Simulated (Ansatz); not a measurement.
Ansatz (a first-principles code) input (LC-wPBE/def2-TZVPD):

Ansatz 0.2 input:
```yaml
crystal:
  periodic: [false, false, false]
  atoms:
    - {symbol: C, position_ang: [-4.02398704, 0.69800564, -0.42314048]}
    - {symbol: C, position_ang: [-2.63203281, 0.91684219, 0.16232699]}
    - {symbol: C, position_ang: [-1.61611800, -0.12222477, -0.30637080]}
    - {symbol: C, position_ang: [-0.22191516, 0.08963301, 0.28131785]}
    - {symbol: C, position_ang: [0.77841181, -0.95448278, -0.19964380]}
    - {symbol: S, position_ang: [2.45132780, -0.80504277, 0.50000519]}
    - {symbol: C, position_ang: [3.01480643, 0.71624216, -0.30868972]}
    - {symbol: H, position_ang: [-4.72891528, 1.45378513, -0.07215170]}
    - {symbol: H, position_ang: [-4.00285433, 0.74366553, -1.51471211]}
    - {symbol: H, position_ang: [-4.41860925, -0.28138080, -0.14202533]}
    - {symbol: H, position_ang: [-2.27375268, 1.91591259, -0.10643952]}
    - {symbol: H, position_ang: [-2.68631201, 0.89773285, 1.25550698]}
    - {symbol: H, position_ang: [-1.55818347, -0.10213366, -1.40050183]}
    - {symbol: H, position_ang: [-1.97423499, -1.12308176, -0.04005610]}
    - {symbol: H, position_ang: [0.13134900, 1.08951753, 0.01401768]}
    - {symbol: H, position_ang: [-0.26881837, 0.06028162, 1.37316365]}
    - {symbol: H, position_ang: [0.85646068, -0.94592958, -1.29003584]}
    - {symbol: H, position_ang: [0.44900146, -1.95493648, 0.08902801]}
    - {symbol: H, position_ang: [4.05653531, 0.85616615, -0.02350050]}
    - {symbol: H, position_ang: [2.44455942, 1.58523999, 0.01659462]}
    - {symbol: H, position_ang: [2.95753819, 0.62175231, -1.39377119]}
basis:
  gaussian:
    orbitals: def2-TZVPD
hamiltonian:
  xc: {name: LC-wPBE}
output: {forces: true}
```

Output:

```
Functional definition: LC-wPBE
integrals: 0.72 GiB planned
2051 factors; their error is unknown
integrals: 0.76 GiB planned
1062 factors; integrals over basis functions are off by at most 3.4e-5 eV
0.55 GiB of the device are held for the grids
3.26 GiB of device memory are held for the factors and their scratch space
mean field: 3.29 GiB planned
mean field evaluation 1: about -17275.9016 eV, gradient 5.3e1 eV
mean field evaluation 2: about -17279.4436 eV, gradient 3.5e1 eV
mean field evaluation 4: about -17282.2719 eV, gradient 1.5e0 eV
mean field evaluation 8: about -17282.2845 eV, gradient 3.5e-2 eV
mean field evaluation 16: about -17282.1925 eV, gradient 2.9e-4 eV
mean field -17282.19249000 eV, -635.1088597168 hartree, gradient 7.6e-5 eV, S^2 0.000000; 0 other end points of the search recorded, 0 dependent functions left out
the calculation of the forces begins
reference -17282.19249002 eV, -635.1088597173 hartree; 33, 33 occupied and 361, 361 virtual orbitals, 2051 factors
Total energy: -17282.19249002 eV, -635.1088597173 hartree
Atom 0 at    -4.023987     0.698006    -0.423140 Å, force     0.192283    -0.001102     0.056523 eV/Å
Atom 1 at    -2.632033     0.916842     0.162327 Å, force    -0.019388    -0.128384    -0.101477 eV/Å
Atom 2 at    -1.616118    -0.122225    -0.306371 Å, force     0.035600     0.100730     0.094809 eV/Å
Atom 3 at    -0.221915     0.089633     0.281318 Å, force    -0.041229    -0.112211    -0.092118 eV/Å
Atom 4 at     0.778412    -0.954483    -0.199644 Å, force     0.309966     0.167898     0.214364 eV/Å
Atom 5 at     2.451328    -0.805043     0.500005 Å, force    -0.358275     0.438902    -0.441413 eV/Å
Atom 6 at     3.014806     0.716242    -0.308690 Å, force    -0.170636    -0.412539     0.192112 eV/Å
Atom 7 at    -4.728915     1.453785    -0.072152 Å, force     0.025808    -0.011664    -0.001022 eV/Å
Atom 8 at    -4.002854     0.743666    -1.514712 Å, force     0.007903     0.001059     0.025699 eV/Å
Atom 9 at    -4.418609    -0.281381    -0.142025 Å, force     0.016031     0.021283    -0.001680 eV/Å
Atom 10 at    -2.273753     1.915913    -0.106440 Å, force    -0.008148    -0.022867     0.000049 eV/Å
Atom 11 at    -2.686312     0.897733     1.255507 Å, force    -0.000949    -0.005587    -0.022743 eV/Å
Atom 12 at    -1.558183    -0.102134    -1.400502 Å, force     0.001103     0.006215     0.018049 eV/Å
Atom 13 at    -1.974235    -1.123082    -0.040056 Å, force     0.004293     0.020043     0.001868 eV/Å
Atom 14 at     0.131349     1.089518     0.014018 Å, force    -0.002686    -0.008607    -0.003964 eV/Å
Atom 15 at    -0.268818     0.060282     1.373164 Å, force    -0.005681    -0.005987    -0.005731 eV/Å
Atom 16 at     0.856461    -0.945930    -1.290036 Å, force     0.007905    -0.003520     0.022152 eV/Å
Atom 17 at     0.449001    -1.954936     0.089028 Å, force    -0.004660     0.005624    -0.003227 eV/Å
Atom 18 at     4.056535     0.856166    -0.023501 Å, force    -0.009204    -0.001259    -0.003838 eV/Å
Atom 19 at     2.444559     1.585240     0.016595 Å, force     0.010745    -0.028654     0.018295 eV/Å
Atom 20 at     2.957538     0.621752    -1.393771 Å, force     0.009218    -0.019374     0.033292 eV/Å
Dipole moment:    -0.215399     0.225561    -0.213974 e Å
```
